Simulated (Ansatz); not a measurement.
SeSn, singlet, at a GFN2-xTB geometry (such geometries of metal compounds can be far from the true shape) (core potentials on Sn); PBE0/def2-TZVP (Ansatz, a first-principles code).

Here is a job for Ansatz.
Ansatz 0.2 input:
```yaml
crystal:
  periodic: [false, false, false]
  atoms:
    - {symbol: Sn, position_ang: [-0.00000000, -0.00000000, -0.94616634]}
    - {symbol: Se, position_ang: [0.00000000, 0.00000000, 1.39142108]}
basis:
  gaussian:
    orbitals: def2-TZVP
hamiltonian:
  xc: pbe0
```

Predict the main parts of the log of this Ansatz run.


```
Functional definition: PBE0
873 factors; their error is unknown
mean field evaluation 1: about -71172.2584 eV, gradient 2.3e1 eV
mean field evaluation 2: about -71146.4124 eV, gradient 8.5e1 eV
mean field evaluation 4: about -71174.4764 eV, gradient 1.9e0 eV
mean field evaluation 8: about -71174.9889 eV, gradient 4.2e-1 eV
mean field evaluation 16: about -71174.9891 eV, gradient 4.8e-5 eV
mean field -71174.98909108 eV, -2615.6326049569 hartree, gradient 4.8e-5 eV, S^2 0.000000; 0 other end points of the search recorded, 0 dependent functions left out
reference -71174.98911338 eV, -2615.6326057763 hartree; 28, 28 occupied and 70, 70 virtual orbitals, 873 factors
Total energy: -71174.98911338 eV, -2615.6326057763 hartree
```
